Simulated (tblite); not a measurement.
Problem. Give a GFN2-xTB geometry of `O=C(F)c1occc1F`.

Solution. 
```
atom  x, y, z in Å
O1     2.8688    0.4979    0.2279
C2     2.0328   -0.2863   -0.0645
F3     2.3822   -1.5304   -0.4968
C4     0.5919   -0.1372   -0.0390
O5    -0.2244   -1.1496   -0.4130
C6    -1.4779   -0.7321   -0.2901
C7    -1.5392    0.5562    0.1650
C8    -0.1961    0.9422    0.3275
F9     0.2298    2.1174    0.7502
H10   -2.2547   -1.4242   -0.5516
H11   -2.4079    1.1489    0.3585
```

Any rigid rotation of these coordinates is as good. Atoms count from 1 in this order. The 2 C–F bonds span 1.320 Å (C8–F9, drawn single) to 1.363 Å (C2–F3, drawn single), a spread of 0.043 Å. The 9 heavy atoms lie in one plane (0.000 Å rms). The 5-membered ring C4–O5–C6–C7–C8 has internal angles of 104.7° to 111.7°; it is planar, 0.00 Å rms from its mean plane, widest ring torsion 0°. The 3 C–O bonds span 1.183 Å (O1=C2, drawn double) to 1.353 Å (C4–O5, aromatic), a spread of 0.170 Å.

Bonds between heavy atoms (Å): O1=C2 1.183, C2–F3 1.363, C2–C4 1.449, C4–O5 1.353, O5–C6 1.327, C6–C7 1.368, C7–C8 1.407, C8–F9 1.320, C4–C8 1.386.

Structure optimised with GFN2-xTB, isolated species.

Point group: Cs (every atom within 0.08 Å of its image). Its GFN2-xTB frequencies are all real (lowest 67 cm⁻¹). The numbers are those of one conformer (O1–C2–C4–O5 180°). 3 starts were optimised and ended at 0.00, 0.00 and 0.16 kcal/mol (GFN2-xTB); the lowest of these is shown.

These are computed values.
